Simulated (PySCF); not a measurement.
Task: Write a Z-matrix for `C[B](C)[SnH3]` as optimised with PBE0-D3(BJ)/def2-SVP.

Result: 
Z-matrix in Å and degrees, rows numbered from 1:
```
C 
B   1  1.5634
C   2  1.5643  1  123.97
Sn  2  2.2817  1  118.30  3  -179.59
H   1  1.1058  2  109.21  3   120.50
H   1  1.1012  2  114.90  3    -1.83
H   1  1.1048  2  110.46  3  -125.66
H   3  1.1048  2  110.41  1  -125.20
H   3  1.1013  2  114.77  1    -1.72
H   3  1.1056  2  109.43  1   120.56
H   4  1.7216  2  113.57  1    -1.32
H   4  1.7228  2  112.34  1  -122.30
H   4  1.7227  2  111.77  1   119.20
```

Sn4 (tin bonded to B and 3 H) is distorted tetrahedral (angles from 105.6° to 113.6°). B2 (three-coordinate boron) is planar (angles 124.0°, 118.3° and 117.7°, sum 360.0°, 0.00 Å off the plane of its three neighbours). The 4 heavy atoms lie in one plane (0.002 Å rms).

Computed, not measured: PBE0-D3(BJ)/def2-SVP geometry optimisation, gas phase, def2 core potentials past Kr in PySCF.

Point group: near Cs, missed by 0.09 Å at most; the miss may be what the optimiser left on a soft mode. No PBE0-D3(BJ)/def2-SVP frequencies stand behind this structure, so it isn't proved a minimum.

On one thread of an Arm Neoverse V1, no GPU, shared host with 32 logical CPUs at a one-minute load of 30, this took 28 s of wall time and 0.47 GiB of memory at its peak. These figures are those of the optimisation.
